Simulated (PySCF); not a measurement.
Excitation energy of Ga by level of theory

Ga [Ar] 3d10 4s2 4p1 (2P) → Ga [Ar] 3d10 4s1 4p1 4d1 (high-spin determinant), as a difference of total energies. Computed with PySCF 2.14 in aug-cc-pVTZ-PP with ECP10MDF (6s5p4d2f, 55 functions), with a scalar-relativistic core potential. Correlated levels: valence: 3s2 3p6 3d10 frozen. The calculations carry no spin-orbit coupling.

| method | excitation energy (cm⁻¹) |
| --- | --- |
| UHF | 71037 |
| MP2 (valence) | 77238 |
| SCS-MP2 (valence) | 79163 |
| CCSD (valence) | 78711 |
| CCSD(T) (valence) | 78585 |

The upper state lies above the first ionisation limit, but in LS coupling its spin forbids autoionisation to the ground ion.

The promoted electron is Rydberg-like, and one or two diffuse shells describe it only roughly, which tends to raise the upper state.

The coupled-cluster amplitudes are large for the upper state (T1 above 0.03 or a double amplitude above 0.15), so a single reference is strained.

The determinant of the upper state mixes LS terms, which raises its energy above the lowest term, most at the Hartree-Fock and MP2 levels.
